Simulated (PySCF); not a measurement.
B(H)2(vinyl) (C2H5B), SMILES BC=C. Atoms are numbered in the order given.

```xyz
8

B     -0.2060    -1.3471     0.0000
H     -1.3991    -1.3933     0.0000
H      0.4169    -2.3638     0.0000
C      0.4841     0.0240     0.0000
C     -0.2293     1.1597     0.0000
H      1.5681     0.1114     0.0000
H      0.2286     2.1440     0.0000
H     -1.3138     1.1344     0.0000
```

Coordinates come from a B3LYP-D3(BJ)/def2-TZVP optimisation.

All values below come from B3LYP-D3(BJ)/def2-TZVP in PySCF 2.14.0.

Frequencies are harmonic and unscaled.

```csv
mode,ν (cm⁻¹),IR (km/mol),moving atoms (share of kinetic energy)
1,211,0.2,"H 79 %, C 20 %"
2,374,0.4,"H 48 %, C 38 %, B 14 %"
3,551,1.9,"H 89 %, C 11 %"
4,847,11.1,"H 75 %, B 21 %"
5,941,20.1,"H 48 %, B 27 %, C 25 %"
6,1028,44.5,"H 70 %, B 28 %"
7,1041,49.6,"H 78 %, C 22 %"
8,1059,12.2,"H 82 %, C 17 %"
9,1115,5.6,"H 67 %, C 24 %, B 9 %"
10,1255,43.7,"H 79 %, B 20 %"
11,1327,2.7,"H 68 %, C 30 %"
12,1457,57.5,"H 75 %, C 22 %"
13,1648,50.5,"C 78 %, H 21 %"
14,2578,124.9,H 95 %
15,2653,144.9,"H 88 %, B 12 %"
16,3115,20.7,H 94 %
17,3124,10.2,H 92 %
18,3200,12.5,"H 89 %, C 11 %"
```
